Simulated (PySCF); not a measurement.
Several structures and their simulated spectra, in scrambled order.

A. 1,8-naphthyridine (c1nc2ncccc2cc1)
B. SMILES F[SiH2]O[C@@H]1C(=C)[C@H]1OC=O
C. `InChI=1S/C8H6N2/c1-5(3-9)8-6(2)7(8)4-10/h5H,2H2,1H3/t5-/m0/s1`

Spectrum 1. $^{1}$H NMR (400 MHz, computed): δ 9.62 (d, 2H), 8.45 (d, 2H), 7.66 (m, 2H). $^{13}$C{$^{1}$H} NMR (computed): δ 160.0 (C), 158.8 (CH), 143.1 (CH), 126.5 (C), 126.5 (CH).

Spectrum 2. $^{1}$H NMR (400 MHz, computed): δ 4.75 (br s, 1H), 4.48 (br s, 1H), 3.67 (q, 1H), 1.86 (d, 3H). $^{13}$C{$^{1}$H} NMR (computed): δ 160.2 (C), 123.7 (C), 123.0 (C), 119.3 (C), 112.9 (C), 74.3 (CH2), 25.5 (CH), 18.2 (CH3).

Spectrum 3. $^{1}$H NMR (400 MHz, computed): δ 8.19 (s, 1H), 6.62 (m, 1H), 6.56 (m, 1H), 5.36 (m, 1H), 4.60 (m, 1H), 4.47 (m, 1H), 4.25 (m, 1H). $^{13}$C{$^{1}$H} NMR (computed): δ 166.9 (CH), 141.4 (C), 124.6 (CH2), 57.5 (CH), 57.4 (CH).

Calculated, not measured (PySCF): coordinates at the GFN2-xTB level, GIAO PBE0/pcSseg-1 shieldings. Averaged over atoms made equivalent by symmetry, fast rotation or ring inversion, no relativistic terms, gas phase, single conformer.

Referencing at the same level of theory: $^{1}$H (31.72 ppm), $^{13}$C (186.93 ppm) vs TMS. Splittings of carbon signals by F and P are missing where no couplings were computed. Where no couplings were computed, multiplicities follow the n + 1 count of equivalent neighbours, and m marks all less simple cases (inequivalent or close neighbours, rings, F or P nearby). Shifts are as computed. Against solution values, carbons near 30 ppm lie about +3 ppm off and those near 130 ppm about +5 ppm. Of 1211 compounds with measured shifts, 218 miss one by over three times the rms of a fit or turn the order of signals round; such compounds aren't used in these exercises.

**Question.** Match each spectrum to its structure.

**Answer.** 1–A, 2–C, 3–B.

- Spectrum 1 (A): 5 $^{13}$C signals; δC 158.8 is an aromatic CH next to a ring nitrogen; δC 126.5 is an aromatic CH.
- Spectrum 2 (C): 8 $^{13}$C signals; δC 160.2 is a fully substituted alkene carbon; δC 123.7 is a fully substituted alkene carbon.
- Spectrum 3 (B): 5 $^{13}$C signals; δC 166.9 is an ester carbonyl carbon; δC 141.4 is a fully substituted alkene carbon.
